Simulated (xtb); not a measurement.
C₄H₆F₂, SMILES C[C@@H](F)/C=C\F. All values are semi-empirical tight-binding results from xtb (GFN2-xTB unless named), good for trends rather than for accurate numbers. The structure is a stationary point at GFN2-xTB. The structure was generated by enumeration; whether it is a known compound was not checked. Other conformers were not sampled.

Optimised geometry:

```xyz
12

C     -1.6894    -0.6189    -0.1432
C     -0.7095     0.4147    -0.6874
F     -0.6287     1.4656     0.2111
C      0.6613    -0.1659    -0.9169
C      1.4815    -0.5648     0.0398
F      1.1771    -0.5131     1.3395
H     -1.3294    -0.9991     0.8092
H     -2.6628    -0.1594     0.0085
H     -1.7846    -1.4407    -0.8474
H     -1.0869     0.8583    -1.6178
H      0.9940    -0.2527    -1.9377
H      2.4706    -0.9689    -0.1240
```

- orbital gap: 5.11 eV
- dipole moment: 3.57 D
- zero-point energy: 57.0 kcal/mol
- G − E(el) at 298.15 K (modified RRHO): 37.8 kcal/mol
- static polarisability (D4 model): 52.1 bohr³
- solvation energy, GFN2-xTB/ALPB(water): -4.1 kcal/mol
- solvation energy, GFN2-xTB/ALPB(acetonitrile): -4.8 kcal/mol

Problem. Give the IR lines (harmonic; lines under 4 % of the strongest left out, lines within 3 cm⁻¹ merged). (Estimate from the structure and the level; the computed values follow.)

Solution. ν (cm⁻¹): 244 (w), 361 (w), 443 (w), 523 (w), 753 (w), 775 (w), 847 (m), 935 (m), 1039 (s), 1050 (m), 1090 (s), 1143 (vs), 1221 (w), 1280 (m), 1296 (m), 1321 (m), 1394 (w), 1485 (w), 1714 (vs), 2910 (m), 3048 (m), 3052 (m), 3058 (w), 3073 (m), 3116 (m) (against the strongest line: vs over 80 %, s over 45 %, m over 15 %, w over 4 %, vw less)

Computed atomic charges and the Wiberg bond orders between heavy atoms:
charges (e) C1 -0.12, C2 0.16, F3 -0.25, C4 -0.07, C5 0.13, F6 -0.19, H7 0.07, H8 0.06, H9 0.05, H10 0.05, H11 0.06, H12 0.06. Bond orders C1–C2 0.99, C2–F3 0.92, C2–C4 1.00, C4–C5 1.89, C5–F6 0.99.
